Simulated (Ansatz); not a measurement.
Process, species as SMILES: [CH2][Si](C)(C)O -> C[Si](C)(C)[O]
Each molecule is optimised on its own at B3LYP-D3(BJ)/def2-TZVP (Ansatz, a program for electronic structure), one conformer each, not searched for the lowest. Frequencies are from Ansatz.

Quantity: isomerisation energy (0 K, with B3LYP-D3(BJ) harmonic zero-point energies), in kJ/mol. Correlated levels leave the core frozen unless marked. Open shells are spin-unrestricted. No spin-orbit coupling. Non-relativistic. CBS(X,Y): correlation extrapolated as X^-3; Hartree-Fock from the larger set. The bracket is a focal-point correction in the basis named.

```
level                                                                 program  isomerisation energy (kJ/mol)  minus last row
-------------------------------------------------------------  --------------  -----------------------------  --------------
HF/6-31G                                                               Ansatz                           11.4           -69.1
HF/6-31G*                                                              Ansatz                           17.1           -63.4
HF/cc-pV(D+d)Z                                                         Ansatz                           33.5           -47.0
HF/cc-pV(T+d)Z                                                         Ansatz                           40.3           -40.2
PBE-D4/def2-TZVPD                                              Ansatz + dftd4                           55.9           -24.6
revPBE-D3(BJ)/def2-TZVPD                                       Ansatz + dftd3                           52.3           -28.2
revPBE-D4/def2-TZVPD                                           Ansatz + dftd4                           53.4           -27.1
B3LYP/def2-TZVPD                                                       Ansatz                           59.4           -21.1
PBE0/STO-3G                                                            Ansatz                          -86.0          -166.5
PBE0-D3(BJ)/def2-TZVP                                          Ansatz + dftd3                           61.4           -19.1
PBE0-D3(BJ)/def2-TZVPD                                         Ansatz + dftd3                           63.1           -17.4
BHLYP-D3(BJ)/def2-TZVPD                                        Ansatz + dftd3                           57.9           -22.6
r2SCANh/def2-TZVPD                                                     Ansatz                           65.9           -14.6
CAM-B3LYP-D4/def2-TZVPD                                        Ansatz + dftd4                           66.5           -14.0
LC-wPBE-D4/def2-TZVPD                                          Ansatz + dftd4                           73.1            -7.4
wB97X-V/def2-TZVPD                                                     Ansatz                           61.7           -18.8
B2GP-PLYP/def2-TZVPD                                                   Ansatz                           73.0            -7.5
MP2/6-31G                                                              Ansatz                           52.8           -27.7
CCSD/6-31G                                                             Ansatz                           35.9           -44.6
CCSD(T)/6-31G                                                          Ansatz                           34.6           -45.9
RI-MP2/CBS(cc-pV(T+d)Z,cc-pV(Q+d)Z)+[CCSD(T)-MP2]/cc-pV(D+d)Z          Ansatz                           80.5             0.0
```
